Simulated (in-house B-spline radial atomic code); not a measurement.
Ag⁺. Computed with a B-spline radial atomic code. Model: non-relativistic spherical atom: semilocal Troullier-Martins pseudo-atom, one channel per l, against all electrons, high spin, G0W0 and RPA with empty states to l = 8, local potential for every l without a channel, a model core (radius 0 = none) keeps its share of the functional.

Without relativity these are model numbers for so heavy an element.

What the tables leave out is listed at the end.

The pseudopotential gives back the lowest level of each angular momentum of its own functional in the configuration it was made in; a second state of the same l is only approximately right. Exact exchange, RPA and GW see the smooth pseudo-orbitals and miss the exchange with the core, for which the functional's share stands in. The column with an uncorrelated core keeps all orbitals and exact exchange, and so separates missing core correlation from pseudisation. Only the three outermost levels and the lowest empty one were computed. RPA here is direct RPA, with no exchange kernel, and its energies carry an (l + 1/2)⁻⁴ tail. A hybrid on a potential with a model core restores only its own semilocal share of the core's exchange.

Command:
```bash
python run_psgw.py task.json out
```
Settings (lengths in bohr, energies in hartree):
```
Z                      47
electrons              46
configuration          [Kr] 4d10
generated_in           [Kr] 4d10 5s1
functional             pbe,pbe
core_shells            6
radius_factor          1.3
core_correction        False
```

Cost of the run: 36 s on 1 thread of Arm Neoverse N1, with other jobs on the host.

Given: made with PBE; model core radius 0 bohr; local radius 1.137 bohr; mean-field start PBE0.

Valence shells of the generating configuration: 4s, 4p, 4d, 5s.

Channel: s 1.1, p 1.146, d 1.344 (radii in bohr).

Computed: largest level miss in the spin-unpolarised generating configuration 0.122 eV; valence RPA correlation energy all-electron orbitals -1.1212 hartree; valence RPA correlation energy pseudo -1.1296 hartree; pseudo-atom RPA polarisability 7.5369 bohr³.

```tsv
level	occupied	mean-field all-electron (eV)	mean-field pseudo minus all (eV)	G0W0 all-electron (eV)	G0W0 uncorrelated core minus all (eV)	G0W0 pseudo minus all (eV)	exchange self-energy all-electron (eV)	exchange self-energy pseudo (eV)
4d	1	-17.742	-0.099	-22.135	0.116	-0.155	-35.74	-31.93
5s (empty)	0	-9.322	-0.197	-7.1523	0.028	-0.134	-2.9531	-2.4468
```

Problem. What is the all-electron RPA polarisability, core included?

Solution. 7.6285 bohr³.

Given: mean-field start Hartree-Fock.

Computed: valence RPA correlation energy all-electron orbitals -0.98694 hartree; valence RPA correlation energy pseudo -0.99916 hartree; pseudo-atom RPA polarisability 5.4862 bohr³.

| level | occupied | mean-field all-electron (eV) | mean-field pseudo minus all (eV) | G0W0 all-electron (eV) | G0W0 uncorrelated core minus all (eV) | G0W0 pseudo minus all (eV) | exchange self-energy all-electron (eV) | exchange self-energy pseudo (eV) |
| --- | --- | --- | --- | --- | --- | --- | --- | --- |
| 4d | 1 | -22.458 | -0.136 | -22.407 | 0.12 | 0.007 | -35.909 | -32.257 |
| 5s (empty) | 0 | -5.839 | -0.106 | -6.7461 | 0.016 | -0.111 | -1.7833 | -1.5079 |

Problem. What is the all-electron RPA polarisability, core included?

Solution. 5.5807 bohr³.

Among the listed levels the largest G0W0 shift of the pseudo-atom is -0.15 eV, for 4d on the PBE0 start, while leaving the core uncorrelated moves that level by +0.12 eV. So pseudisation and the lost core exchange, not the missing core correlation, make the error. Not in the tables (levels of low weight, unsolved or above zero; the highest and the empty levels are kept at any weight): on PBE, a start not tabulated, the G0W0 levels 4d (pseudo minus all -0.04 eV, weights 0.26 and 0.35), 4p (pseudo minus all +1.43 eV, weights 0.36 and 0.01), 4s (pseudo minus all -0.48 eV, weights 0.28 and 0.24), 5s (pseudo minus all -0.14 eV, weights 0.94 and 0.94); on PBE0 the G0W0 levels 4p (pseudo minus all -0.32 eV, weights 0.26 and 0.22), 4s (pseudo minus all -5.91 eV, weights 0.33 and 0.01); on Hartree-Fock the G0W0 levels 4p (pseudo minus all -0.36 eV, weights 0.55 and 0.52), 4s (pseudo minus all +0.39 eV, weights -0.00 and 0.52).
